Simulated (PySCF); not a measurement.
# Nuclear quadrupole coupling in `CC[Si](F)(C=O)C=O`

Species: C₄H₇FO₂Si.
Geometry (GFN2-xTB, Å), atoms numbered from 1 in this order:
```
atom  x, y, z in Å
C1    -1.653    0.836    0.521
C2    -0.548    0.050    1.233
Si3    0.821   -0.497    0.041
F4     1.982   -1.366    0.784
C5     0.209   -1.686   -1.341
O6    -0.796   -1.541   -1.985
C7     1.801    0.983   -0.700
O8     1.314    2.018   -1.073
H9    -1.249    1.737    0.066
H10   -2.107    0.234   -0.262
H11   -2.427    1.123    1.228
H12   -0.120    0.670    2.025
H13   -0.986   -0.823    1.726
H14    0.852   -2.575   -1.526
H15    2.903    0.845   -0.758
```

Field gradients from the PBE0/pcSseg-1 density (PySCF, non-relativistic), principal values in atomic units, ordered |Vxx| ≤ |Vyy| ≤ |Vzz|:

```
atom     Vxx     Vyy      Vzz
  O6  0.3552  1.8587  -2.2139
  O8  0.3541  1.8564  -2.2106
```

Question: Find the asymmetry η = (Vxx − Vyy)/Vzz and the couplings χ = eQV/h (234.96 MHz × Q in barn × V in au), with Q(17O) = −0.0256 b.

Answer: 
```tsv
atom	environment	nucleus	η	χzz (MHz)	χxx (MHz)	χyy (MHz)
O6	carbonyl oxygen	17O	0.68	13.32	-2.14	-11.18
O8	carbonyl oxygen	17O	0.68	13.30	-2.13	-11.17
```

The tensor is traceless: Vxx + Vyy + Vzz = 0.

Question: What is Vzz at O8 in SI units (1 au = 9.71736 × 10²¹ V/m²)?

Answer: -2.2106 au = -21.481 × 10²¹ V/m².

Question: And the gradient at the other heavy atoms, for which no coupling is worked out here?

Answer: 
```csv
atom,environment,Vzz (au),η
C1,methyl carbon,0.134,0.16
C2,sp3 carbon bound to silicon,0.036,0.34
Si3,fluorine-bound silicon,0.801,0.25
F4,silicon-bound fluorine,1.265,0.01
C5,carbonyl carbon,0.574,0.10
C7,carbonyl carbon,0.575,0.10
```

Were the hydrogens deuterons (Q(2H) = 0.00286 b), χzz would run from 176 kHz (H14 and H15) to 212 kHz (H11).

One conformer (not necessarily the lowest) at the GFN2-xTB geometry, without solvent, vibrations or thermal averaging. GFN2-xTB bond lengths can be off by several hundredths of an ångström, more for odd bonds, and the gradients follow them. A larger basis could move these couplings by a tenth or more.
